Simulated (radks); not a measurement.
Gd4+, configuration [Xe] 4f6. Calculated with a radial shooting solver on a logarithmic mesh with Libxc functionals: Dirac Kohn-Sham, BLYP, spin-unpolarised, spherical densities, finite nucleus; open shells are shared between the two j in proportion to 2j + 1; Fermi nuclear charge, rms radius 5.1569 fm.

Spin-orbit splittings of the eigenvalues, e(l+1/2) - e(l-1/2), with zeta = 2 splitting/(2l+1) and mean radii in bohr:

shell  occ.  splitting (eV)  zeta (eV)  <r> j=l-1/2  <r> j=l+1/2
2p        6           696.0      464.0      0.07745      0.08430
3p        6           142.7      95.16       0.2336       0.2467
3d       10           31.09      12.44       0.2188       0.2228
4p        6           31.99      21.33       0.5634       0.5926
4d       10           5.817      2.327       0.6266       0.6368
4f        6          0.8248     0.2356       0.7971       0.8054
5p        6           4.986      3.324        1.421        1.498
